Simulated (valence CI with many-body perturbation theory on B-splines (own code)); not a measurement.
# Energy levels of Re XLIV

Calculated by valence CI with perturbative core correlation (CI+MBPT): four valence electrons over a frozen Dirac-Fock core [Ar] 3d10, radial functions for each j: 11 s, 11 p, 9 d, 7 f, 5 g, 2 h, 1 i, with the one-electron correlation potential Σ1, the two-electron term Σ2, the three-electron term Σ3, Breit, model QED; selected CI, second order for the rest (own B-spline code, finite nucleus).

The last digits are not significant, and no measured levels were compared; by estimate large intervals hold to a few tenths of a per cent, small ones and those within an open d or f shell to about a per cent.

Levels 46 to 67 of 67, with energies above the lowest level, (4s^2 4p1/2^2) J=0. "Leading %" is the weight of the configuration and term that name the level; weights of strongly mixed levels are sums over their largest components and can fall short. In the jj column 3d3/2^4 stands for four electrons in 3d with j = 3/2. Lifetimes count E1, E2, E3, M1 and M2 decay at the calculated energies, and are blank where another channel may lead or the interval is too uncertain; long ones can be off by a factor of two.

```csv
No.,Configuration,Term,J,E (eV),Leading %,Second component,g,Lifetime,Leading jj
46,4s 4p2 4d,3D,2,468.87,26,24 % 4s 4p2 4d 5P,1.411,719 fs,4s 4p1/2 4p3/2 4d3/2 (83 %)
47,4s 4p2 4d,5P,3,468.92,34,16 % 4s2 4p 4f 3D,1.353,1.35 ps,4s^2 4p1/2 4f7/2 (34 %)
48,4s 4p2 4d,3D,1,470.89,33,17 % 4s 4p2 4d 1P,1.063,1.04 ps,4s 4p1/2 4p3/2 4d3/2 (88 %)
49,4s 4p2 4d,3G,5,476.04,55,44 % 4s 4p2 4d 5F,1.284,68.7 ps,4s 4p1/2 4p3/2 4d5/2 (98 %)
50,4s 4p2 4d,3P,2,477.01,38,16 % 4s 4p2 4d 5D,1.350,3.08 ps,4s 4p1/2 4p3/2 4d5/2 (91 %)
51,4s 4p2 4d,3G,3,477.40,32,21 % 4s2 4p 4f 3G,0.894,890 fs,4s 4p1/2 4p3/2 4d3/2 (68 %)
52,4s 4p2 4d,3D,1,479.80,54,18 % 4s 4p2 4d 3P,0.979,942 fs,4s 4p1/2 4p3/2 4d3/2 (53 %)
53,4s 4p2 4d,3F,3,483.55,35,20 % 4s 4p2 4d 3D,1.242,2.63 ps,4s 4p1/2 4p3/2 4d5/2 (88 %)
54,4s 4p2 4d,3P,0,486.37,79,8 % 4s 4p2 4d 1S,,597 fs,4s 4p1/2 4p3/2 4d3/2 (81 %)
55,4s 4p2 4d,3P,1,486.82,39,18 % 4s 4p2 4d 1P,1.188,846 fs,4s 4p1/2 4p3/2 4d3/2 (48 %)
56,4s 4p2 4d,1D,2,488.05,28,22 % 4s 4p2 4d 3P,1.160,1.94 ps,4s 4p1/2 4p3/2 4d5/2 (74 %)
57,4s 4p2 4d,3D,3,489.12,53,21 % 4s 4p2 4d 3F,1.251,1.47 ps,4s 4p1/2 4p3/2 4d5/2 (82 %)
58,4s 4p2 4d,1G,4,490.43,50,26 % 4s 4p2 4d 3F,1.134,4.01 ps,4s 4p1/2 4p3/2 4d5/2 (87 %)
59,4s 4p2 4d,1D,2,491.10,24,17 % 4s 4p2 4d 3F,0.991,484 fs,4s 4p1/2 4p3/2 4d3/2 (68 %)
60,4s 4p2 4d,3D,1,497.16,50,21 % 4s 4p2 4d 1P,0.815,1.95 ps,4s 4p1/2 4p3/2 4d5/2 (92 %)
61,4s 4p2 4d,3D,3,497.86,35,16 % 4s 4p2 4d 3F,1.197,995 fs,4s 4p1/2 4p3/2 4d5/2 (83 %)
62,4s 4p2 4d,3F,4,498.08,42,36 % 4s 4p2 4d 3G,1.148,1.33 ps,4s 4p1/2 4p3/2 4d5/2 (82 %)
63,4s 4p2 4d,3P,1,503.39,34,28 % 4s 4p2 4d 3S,1.376,1.37 ps,4s 4p1/2 4p3/2 4d5/2 (95 %)
64,4s 4p2 4d,3D,2,504.47,46,21 % 4s 4p2 4d 1D,1.164,1.22 ps,4s 4p1/2 4p3/2 4d5/2 (92 %)
65,4s 4p2 4d,3P,0,504.63,43,43 % 4s 4p2 4d 1S,,1.17 ps,4s 4p1/2 4p3/2 4d5/2 (82 %)
66,4s 4p2 4d,1F,3,506.63,37,20 % 4s 4p2 4d 3F,1.072,909 fs,4s 4p1/2 4p3/2 4d5/2 (85 %)
67,4s 4p2 4d,3P,2,508.98,35,20 % 4s 4p2 4d 3F,1.139,751 fs,4s 4p1/2 4p3/2 4d5/2 (86 %)
```
